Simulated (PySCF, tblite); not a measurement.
Isomers of C8H9FN2. Level: GFN2-xTB in tblite, geometry and Hessian alike; calculated harmonic values, unscaled, isolated species. The method is semi-empirical: single wavenumbers can be off by several per cent or more. One conformer each.

Electronic energies: PBE0/pcSseg-1 single points on the GFN2-xTB geometries (PySCF, gas phase).

```tsv
SMILES	electronic energy, lowest = 0 (kcal/mol)
CC(C)(C)/C(C#N)=C(/F)C#N	11.2
C=Cc1nnc(C)c(F)c1C	0.0
Cc1cc(F)c(C2CC2)nn1	4.7
```

Q: How do GFN2-xTB zero-point energies change the relative energies?

A: 
```tsv
SMILES	ZPE (kcal/mol)	of it from modes above 1550 cm⁻¹	electronic (kcal/mol)	with ZPE, lowest = 0 (kcal/mol)	lowest mode (cm⁻¹)	rings
C=Cc1nnc(C)c(F)c1C	95.4	41.7	0.0	0.0	48	1
Cc1cc(F)c(C2CC2)nn1	96.7	41.8	4.7	6.0	53	2
CC(C)(C)/C(C#N)=C(/F)C#N	95.4	48.2	11.2	11.2	31	0
```

The zero-point energies span 1.3 kcal/mol, from `C=Cc1nnc(C)c(F)c1C` to `Cc1cc(F)c(C2CC2)nn1`. The order is unchanged.

Q: And how do the electronic energies of GFN2-xTB itself compare?

A: `C=Cc1nnc(C)c(F)c1C` 2.8; `Cc1cc(F)c(C2CC2)nn1` 0.0; `CC(C)(C)/C(C#N)=C(/F)C#N` 36.0 kcal/mol, lowest = 0. Against the energies above, taken from the same isomer `C=Cc1nnc(C)c(F)c1C`, the largest difference is 22.0 kcal/mol.
